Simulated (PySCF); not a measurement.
Al(F)(OMe)(SeH) (CH₄AlFOSe), SMILES C[O][Al]([F])[SeH].

The structure is a stationary point at PBE0-D3(BJ)/def2-SVP. Other conformers were not sampled.

All values below come from ωB97X/def2-TZVP (PySCF).

The molecule is in vacuum.

- total energy = -2859.81218 hartree
- point group = Cs
- highest occupied level = -9.75 eV
- lowest empty level = 1.19 eV
- orbital gap = 10.94 eV
- dipole moment = 1.01 D
- quadrupole, principal values (traceless, Buckingham form, about the centre of nuclear charge) = -9.62, 1.31, 8.31 D·Å
- mean static polarisability = 63.3 bohr³ (9.38 Å³)
- polarisability, principal values = 52.6, 58.2, 79.1 bohr³
